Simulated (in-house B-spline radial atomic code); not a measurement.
**PBEsol excitations of In II (In+)**

Method: PBEsol. Computed with an all-electron radial atomic-structure program (B-spline basis): linear response of the closed shell [Kr] 4d10 5s2 with the functional's adiabatic kernel; scalar-relativistic (spin-free one-electron X2C), finite nucleus, no spin-orbit coupling, no double excitations, S, P, D and F terms only; shells from n = 3 respond. Only terms of natural parity with L up to 3 were computed.

Command:
```bash
python run_td.py task.json out
```
Settings (radii: box in bohr, nucleus in fm):
```
Z                        49
electrons                48
configuration            [Kr] 4d10 5s2
hamiltonian              x2c
method                   pbesol
box_radius               41.61
rms_radius               4.6156
intervals                74
```

Time taken, with all properties: 1.2 s on 1 thread of AMD EPYC 9R45 96-Core Processor (Zen 5) (shared host).

The lowest states, in the order of their Tamm-Dancoff energies; the method's threshold (minus the highest occupied level) is 14.974 eV. Labels give the largest channel, * marks a mixed state, and oscillator strengths are full-response dipole values. Measured ¹D terms are left out, since they can mix with doubly excited terms. Semilocal kernels can invert the small singlet-triplet splittings of Rydberg terms. Energies in eV:

```tsv
state	full response	Tamm-Dancoff	oscillator strength	measured (J-weighted term)
5s → 5p 3P	5.531	5.638	-	5.531
5s → 5p 1P	7.797	8.138	1.54	7.816
5s → 6s 3S	11.167	11.172	-	11.645
5s → 6s 1S	11.514	11.532	-	12.030
5s → 5d 3D	?	?	-	?
5s → 5d 1D	12.305	12.311	-	-
5s → 6p 3P	12.526	12.533	-	13.409
5s → 6p 1P	?	?	?	?
5s → 7s 3S	13.489	13.489	-	-
```

Question: Where does 5s → 6p 1P lie?

Answer: At 12.713 eV in full response, 12.749 eV in Tamm-Dancoff, oscillator strength 0.00394; measured 13.611 eV.

Question: Where does 5s → 5d 3D lie?

Answer: At 12.119 eV in full response, 12.131 eV in Tamm-Dancoff; measured 12.674 eV.

Question: How large is the singlet-triplet splitting of 5s → 5p (P terms) in Tamm-Dancoff?

Answer: 2.5 eV, from the unrounded values.

Question: What polarisabilities and dispersion coefficient does the method give?

Answer: Dipole 23.7 bohr³, quadrupole 124.8 bohr⁵, C6 163.4 hartree·bohr⁶ for two such species.
